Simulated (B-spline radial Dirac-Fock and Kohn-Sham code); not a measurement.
# Relativistic shifts of the levels of Sn³⁺

System: Sn³⁺, 1s2 2s2 2p6 3s2 3p6 3d10 4s2 4p6 4d10 5s1.

Both columns are ΔSCF binding energies of the configuration average from a radial atomic solver: non-relativistic Hartree-Fock with a point nucleus, and Dirac-Fock with a finite nucleus and the Coulomb interaction alone, averaged over the two j levels with weights 2j+1.

```
shell  Hartree-Fock (eV)  Dirac-Fock (eV)  shift (eV)  shift (%)
   1s            28301.7          29335.5    +1033.81      +3.65
   2s             4268.5           4521.4     +252.95      +5.93
   2p             3980.0           4053.3      +73.28      +1.84
   3s              875.7            928.9      +53.20      +6.08
   3p              755.9            772.3      +16.33      +2.16
   3d              535.7            528.5       -7.15      -1.33
   4p              133.9            136.5       +2.65      +1.98
   4d              63.77            62.55       -1.22      -1.91
   5s              37.84            39.29       +1.44      +3.81
```

Relativity binds 1s, 2s, 2p, 3s, 3p, 4p, 5s more strongly, among those listed most of all 3s in relative terms, and 3d, 4d more weakly, because the contracted s and p shells screen the nucleus better.

Values without a named source are computed, but for edge energies of neutral atoms, which are taken from tables.
